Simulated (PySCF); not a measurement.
Choosing a molecule for a target property.

Species are written as SMILES; each is one conformer at its optimised geometry, gas phase, non-relativistic unless stated; the electronic structure was computed with PySCF and density fitting.

Dipoles, sizes and rotational constants follow the conformer. The torsions of the flexible species, by atom-mapped SMILES:
- `[SiH3:1][N:2]([SiH3:3])[SiH2:4][C:5]#[C:6][CH:7]1[CH2:8][CH2:9]1`: Si1–N2–Si4–C5 44°
- `[CH2:1]=[C:2]([CH3:3])[P@H:4](=[S:5])[CH:6]1[CH2:7][CH2:8]1`: C1–C2–P4–S5 5°, C2–P4–C6–C7 88°
- `[CH:1]#[C:2][C@@H:3]1[C:4](=[O:5])[SiH2:6][C@@H:7]1[SiH2:8][CH3:9]`: Si6–C7–Si8–C9 -47°
- `[CH3:1][S:2][CH2:3][P:4]=[C:5]=[C:6]([CH3:7])[CH3:8]`: C1–S2–C3–P4 65°, S2–C3–P4–C5 173°
- `[O:1]=[C:2]([Cl:3])[C:4](=[O:5])[Cl:6]`: O1–C2–C4–O5 180°
- `[CH2:1]=[C:2]=[CH:3][C:4]([CH3:5])([CH3:6])[CH2:7][CH:8]1[CH2:9][CH2:10]1`: C2–C3–C4–C5 -2°, C3–C4–C7–C8 -60°, C4–C7–C8–C9 -165°

The conformers of `CC1=CC[P@](C)(=S)C1` aren't listed.

**Question.** Wanted: HOMO–LUMO gap between 5.3 eV and 6.2 eV (PBE0/pcSseg-1) and HOMO energy above -7.4 eV (PBE0/pcSseg-1), at GFN2-xTB geometries. Which candidate meets both?
A. `[SiH3]N([SiH3])[SiH3]`
B. `C([C@H]1[C@@H]([SiH2]C)[SiH2]C1=O)#C`
C. `O=C(Cl)C(=O)Cl`
D. `C1C(C1)C#C[SiH2]N([SiH3])[SiH3]`
E. `CSCP=C=C(C)C`
F. `C=C(C)[P@H](=S)C1CC1`
G. `C1[P@](=S)(CC(=C1)C)C`

**Answer.** F. Computed values:
```
                             species  HOMO–LUMO gap  HOMO energy
                        CSCP=C=C(C)C        4.95 eV     -6.15 eV
C([C@H]1[C@@H]([SiH2]C)[SiH2]C1=O)#C        5.26 eV     -6.82 eV
                      O=C(Cl)C(=O)Cl        5.38 eV     -9.07 eV
                C=C(C)[P@H](=S)C1CC1        6.04 eV     -6.62 eV
               C1[P@](=S)(CC(=C1)C)C        6.34 eV     -6.34 eV
     C1C(C1)C#C[SiH2]N([SiH3])[SiH3]        6.86 eV     -7.29 eV
               [SiH3]N([SiH3])[SiH3]        7.34 eV     -7.56 eV
```

**Question.** Wanted: dipole moment above 2.6 D (PBE0/pcSseg-1) and smallest rotational constant above 0.77 GHz (GFN2-xTB), at GFN2-xTB geometries. Which candidate meets both?
A. `C=C=CC(C)(C)CC1CC1`
B. `C(=O)(C(Cl)=O)Cl`
C. `[SiH3]N([SiH3])[SiH2]C#CC1CC1`
D. `C([C@H]1[C@@H]([SiH2]C)[SiH2]C1=O)#C`
E. `C=C(C)[P@H](=S)C1CC1`
F. `CSCP=C=C(C)C`

**Answer.** E. Computed values:
```csv
species,dipole moment,smallest rotational constant
C(=O)(C(Cl)=O)Cl,0.00 D,1.182 GHz
C=C=CC(C)(C)CC1CC1,0.26 D,0.737 GHz
[SiH3]N([SiH3])[SiH2]C#CC1CC1,1.84 D,0.374 GHz
C([C@H]1[C@@H]([SiH2]C)[SiH2]C1=O)#C,2.29 D,0.811 GHz
CSCP=C=C(C)C,2.83 D,0.507 GHz
C=C(C)[P@H](=S)C1CC1,4.56 D,0.877 GHz
```
